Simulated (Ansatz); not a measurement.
Geometry optimisation, RKS PBE-D4/def2-SVP (Ansatz).

The input (input.yaml):

```yaml
crystal:
  periodic: [false, false, false]
  atoms:
    - { symbol: B, position_ang: [0.0, 0.0, 0.0] }
    - { symbol: H, position_ang: [0.0, 0.0, 1.54] }
    - { symbol: "N", position_ang: [1.3423, 0.0, -0.775] }
    - { symbol: H, position_ang: [1.8089, -0.9179, -1.0268] }
    - { symbol: H, position_ang: [1.7937, 0.9179, -1.0532] }
    - { symbol: "N", position_ang: [-1.3423, 0.0, -0.775] }
    - { symbol: H, position_ang: [-2.0112, -0.8164, -0.6764] }
    - { symbol: H, position_ang: [-1.5914, 0.8164, -1.4036] }
    - { symbol: S, position_ang: [-0.2739, 2.0601, 0.6906] }
    - { symbol: H, position_ang: [-1.575, 2.4834, 0.394] }
    - { symbol: H, position_ang: [-0.1153, 0.8675, 1.6662] }
basis:
  gaussian: { orbitals: def2-SVP }
hamiltonian:
  xc: pbe
  dispersion: d4
relax:
  f_tol: 0.15
  max_steps: 25
  restrain:
    - { distance: [0, 8], at: 1.89, k: 30.0 }
    - { distance: [10, 1], at: 0.66, k: 30.0 }
    - { distance: [0, 1], at: 2.39, k: 30.0 }
    - { distance: [10, 8], at: 2.6, k: 30.0 }
output:
  orbitals: {}
```

Launched with:

```bash
$ ansatz run input.yaml --threads 2 --pin off --max-ram 3072MiB --backend cpu --events-out ev --progress --plain --runs-dir out
```

Q: Where does it end, and by what steps?

A: It converged. The restraints hold the end off the free minimum. After 8 steps the energy has fallen by 4.160 eV (the restraints' own energy left out); H8 moved furthest, 0.86 Å. Parted: S9–H11 (1.55 → 2.61 Å).

```csv
step,energy less start (eV),largest force component (eV/Å),accepted
0,0.0000,3.578,yes
1,-0.8750,3.224,yes
2,-1.9037,4.135,yes
3,-2.7912,2.665,yes
4,-3.4142,1.865,yes
5,-3.7347,1.756,yes
6,-3.9930,1.797,yes
7,-4.1113,1.921,yes
8,-4.1599,1.940,yes
```

```xyz
11
Properties=species:S:1:pos:R:3
B -0.084 0.652 -0.528
H -0.053 -0.019 1.778
N 1.188 0.058 -0.725
H 1.330 -0.820 -1.222
H 2.047 0.500 -0.405
N -1.309 -0.021 -0.782
H -1.356 -0.988 -1.100
H -2.188 0.481 -0.883
S -0.098 2.450 0.022
H -1.379 2.432 0.483
H -0.063 0.684 1.942
```

Run time: 19 s on 2 threads of Arm Neoverse V1 (shared host), peak memory 0.13 GiB.
